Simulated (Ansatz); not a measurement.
Molecule: VO$_{3}$, charge 0, multiplicity 2. The spin state was set by rule; other spins were not relaxed. 
Geometry from a B3LYP-D3(BJ)/def2-TZVP (Ansatz, an electronic-structure program) optimisation:
SMILES: [O]=[V](=[O])=[O]
```xyz
4

V      0.0691     0.1697     0.1394
O      1.3931    -0.5393    -0.7879
O     -0.5868    -0.8616     1.1706
O     -1.0049     0.9129    -0.7834
```
Charge 0, spin multiplicity 2.

Parts of the frozen-core correlation energy in 6-31G* (Ansatz, hartree). Frozen orbitals: 12; correlated occupied orbitals by spin: 12 and 11; virtual: 57 and 58. Open shells are spin-unrestricted. Spin-orbit coupling is left out. No relativistic terms.

```json
[
 {"term": "reference (HF)", "value": "-1167.28617"},
 {"term": "MP2 opposite-spin", "value": "-0.42195"},
 {"term": "MP2 same-spin", "value": "-0.17776"},
 {"term": "CCSD correlation", "value": "-0.72908"},
 {"term": "(T)", "value": "-0.04941"},
 {"term": "T1 diagnostic", "value": "0.139"},
 {"term": "largest doubles amplitude", "value": "0.076"},
 {"term": "<S^2> of the reference", "value": "2.109"}
]
```
